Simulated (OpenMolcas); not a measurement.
## 4s² 4p along the 31-electron sequence

```
Program             : OpenMolcas 26.06
Method              : RASSCF
Basis               : ANO-RCC-VQZP
Scalar Hamiltonian  : DKH2, point nucleus
Spin-orbit coupling : state interaction with AMFI integrals over the reference wave functions, term energies averaged over their components
```

Active space for each ion: 3 electrons in 9 orbitals (RAS2 4s 4p; RAS3 4d, at most 2 electrons).

Computed levels in cm-1 above ²P°_1/2:

```tsv
Level	As2+	Se3+	Br4+	Kr5+
²P°_3/2	2571	3821	5356	7184
weight of ²P° in the lowest level (%)	100	100	100	100
```

Measured, with the error of the calculation in %. Measured levels: As2+, Se3+, Br4+ from Moore, Atomic Energy Levels, vol. II, NSRDS-NBS 35 (1971 reprint of NBS Circular 467, 1952); Kr5+ from Saloman, J. Phys. Chem. Ref. Data 36, 215 (2007).

| Level | As2+ | Se3+ | Br4+ | Kr5+ |
| --- | --- | --- | --- | --- |
| ²P°_3/2 | 2940 (-12.5) | 4376 (-12.7) | 6090 (-12.1) | 8110 (-11.4) |

The fine-structure level ²P°_3/2 changes by a factor of 2.79 from As2+ to Kr5+. Its fourth root runs 7.12, 7.86, 8.55, 9.21, with steps per unit of Z of 0.74, 0.69, 0.65; equal steps would mean a (Z - σ)^4 law with constant σ.

Active for correlation alone: 4d; no level in the range computed is led by a configuration that fills it, so any true level of that kind is missing. Computed and measured levels are paired by configuration, term and J; levels that our copy of the source lacks, or whose pairing is in doubt (as where it misses far off the trend of its configuration), stay unpaired and out of the deviations. Levels of configurations outside the active space are missing.

° marks odd parity.
